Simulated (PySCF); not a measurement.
**Broadened absorption spectrum of C5H8O2S**

Compound: C5H8O2S.
SMILES with atom numbers: `[CH3:1][O:2][C:3]1=[CH:4][CH2:5][CH2:6][S@@:7]1=[O:8]` (hydrogens: H9, H10, H11 on C1; H12 on C4; H13, H14 on C5; H15, H16 on C6)

Method: TDDFT B3LYP/def2-SVPD, vertical, gas phase, core orbitals frozen in the response (PySCF 2.14.0, density-fitted response routines). Isolated species at its PBE0-D3(BJ)/def2-SVP geometry (one conformer only). Torsions of this conformer, `[CH3:1][O:2][C:3]1=[CH:4][CH2:5][CH2:6][S@@:7]1=[O:8]`: C1–O2–C3–C4 153°.

Broadening: Gaussians 0.25 eV wide at half height, area fixed by f = 4.319×10⁻⁹ ∫ε dν̃. The width is an assumption, not a result. The curve ends short of the highest state used, and states not computed would add to its high-energy end.

λ (nm), ε (L mol⁻¹ cm⁻¹) and a bar:
```
    231.9       1675 ######################
    232.9       1497 ###################
    233.9       1305 #################
    234.9       1104 ##############
    235.9        901 ############
    236.9        710 #########
    237.8        555 #######
    238.8        407 #####
    239.8        288 ####
    240.8        196 ##
    241.8        129 ##
    242.8         83 #
    243.8         53 #
    244.8         37 
    245.8         30 
    246.8         34 
    247.8         48 #
    248.8         75 #
    249.7        112 #
    250.7        173 ##
    251.7        259 ###
    252.7        374 #####
    253.7        520 #######
    254.7        699 #########
    255.7        908 ############
    256.7       1141 ###############
    257.7       1386 ##################
    258.7       1630 #####################
    259.7       1858 ########################
    260.7       2053 ###########################
    261.6       2189 ############################
    262.6       2285 ##############################
    263.6       2318 ##############################
    264.6       2286 ##############################
    265.6       2193 ############################
    266.6       2047 ##########################
    267.6       1862 ########################
    268.6       1650 #####################
    269.6       1426 ##################
    270.6       1202 ################
    271.6        989 #############
    272.6        795 ##########
    273.5        641 ########
    274.5        493 ######
    275.5        371 #####
    276.5        274 ###
    277.5        198 ###
    278.5        140 ##
    279.5         97 #
    280.5         66 #
    281.5         44 #
    282.5         29 
    283.5         18 
    284.5         12 
    285.4          8 
    286.4          5
```

Q: Locate the maxima and give the states behind the curve.

A: 264 nm (4.70 eV), ε about 2300, made up of S1 (100%) (ε in L mol⁻¹ cm⁻¹; maxima over ε = 5, shares over 10%). At its high-energy end, 5.35 eV, the curve is still rising (ε about 1700, from S2 and S3). The states used: S1 4.70 eV (f 0.021); S2 5.36 eV (f 0.013); S3 5.53 eV (f 0.0088); S4 5.67 eV (f 0.085); S5 5.87 eV (f 0.013); S6 5.95 eV (f 0.025).

Q: What would ε be at 4.70 eV, the highest of these maxima, with half the width (0.125 eV)?

A: About 4630 L mol⁻¹ cm⁻¹ against 2320, a factor of about 2.00; a lone state at its own centre would give exactly 2.

Q: Coming from long wavelengths, where does ε first pass 100 L mol⁻¹ cm⁻¹?

A: At about 279 nm (4.44 eV), 0.27 eV below S1.

Q: On this curve, what absorbance would a 10⁻⁴ mol/L sample give at 254 nm over a 1 cm path?

A: 254 nm is 4.881 eV, where ε is about 570 L mol⁻¹ cm⁻¹, so A = ε c l ≈ 0.057 (Beer–Lambert, with the gas-phase spectrum and the assumed width).
